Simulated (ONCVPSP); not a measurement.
# u(r) = r·R(r): atom against pseudo-atom (Cl (Z = 17))

Columns: radius, all-electron u(r) and pseudo u(r) of the 3s shell (level -21.01 eV) of chlorine in the configuration [Ne] 3s1 3p6; BLYP, non-relativistic, ONCV scheme, ONCVPSP 4.0.1.

```csv
r (bohr),all-electron,pseudo
0.065,0.2139,0.0107
0.130,-0.0375,0.0243
0.195,-0.2867,0.0436
0.260,-0.4198,0.0706
0.325,-0.4360,0.1069
0.390,-0.3660,0.1531
0.455,-0.2422,0.2088
0.520,-0.0909,0.2732
0.585,0.0690,0.3444
0.650,0.2245,0.4201
0.715,0.3676,0.4975
0.780,0.4938,0.5739
0.845,0.6015,0.6465
0.910,0.6900,0.7125
0.975,0.7604,0.7698
1.040,0.8136,0.8167
1.105,0.8515,0.8521
1.170,0.8755,0.8756
1.235,0.8875,0.8875
1.300,0.8891,0.8892
1.365,0.8821,0.8822
1.430,0.8681,0.8681
1.495,0.8483,0.8483
1.560,0.8241,0.8242
1.625,0.7966,0.7966
1.690,0.7666,0.7666
```

Task: How many radial nodes do the two functions have?

Result: The all-electron 3s function has n − l − 1 = 2; the pseudo-wave has 0, since the states of the same l below it are removed with the core.

Task: At about which radius was the pseudo-wave matched?

Result: 1.20 bohr, where the columns begin to agree (steps of 0.07 bohr).

Task: Is the pseudo-wave norm-conserving?

Result: Yes: the ONCV scheme keeps the norm inside the radius equal to the all-electron one, which fixes the energy derivative of the logarithmic derivative at the level.
